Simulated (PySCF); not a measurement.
Vibration and rotation of HBr

RHF-CCSD(T) constants of HBr, ¹Σ⁺ (singlet), closed shell (PySCF, no relativity, basis sets H 6-31G(d,p), Br 6-31G(d,p); masses 1.0078 and 78.9183 u):

| Item | Value |
| --- | --- |
| ωe | 2697.4 cm⁻¹ |
| ωexe | 52.2 cm⁻¹ |
| Be | 8.4834 cm⁻¹ |
| αe | 0.245 cm⁻¹ |
| D (centrifugal) | 0.000336 cm⁻¹ |
| De to H + Br | 3.73 eV |

Task: Give the vibrational terms G(v) and spacings up to v = 6.

Result: G(v) = ωe(v+½) − ωexe(v+½)².

```csv
v,G(v) (cm⁻¹),G(v) − G(v−1),Bv (cm⁻¹)
0,1336,,8.361
1,3929,2593,8.116
2,6417,2489,7.871
3,8801,2384,7.626
4,11081,2280,7.381
5,13257,2175,7.136
6,15328,2071,6.891
```

Task: How well does the Morse estimate ωe²/(4ωexe) reproduce De, and what is D0?

Result: It gives 4.32 eV, 116 % of the computed De. D0 = De − G(0) = 3.73 − 0.17 = 3.56 eV.

Measured values (Huber and Herzberg, Constants of Diatomic Molecules (1979)): ωe = 2648.975 cm⁻¹, ωexe = 45.2175 cm⁻¹, Be = 8.464884 cm⁻¹, αe = 0.23328 cm⁻¹.

Correlated steps freeze 9 core orbitals. Correlated levels converge slowly with the basis: in double zeta they bind strong bonds too weakly, by up to about 1 eV, and carry superposition errors of some tenths. Where the molecule has an RHF reference, its open-shell atoms are computed with UHF.
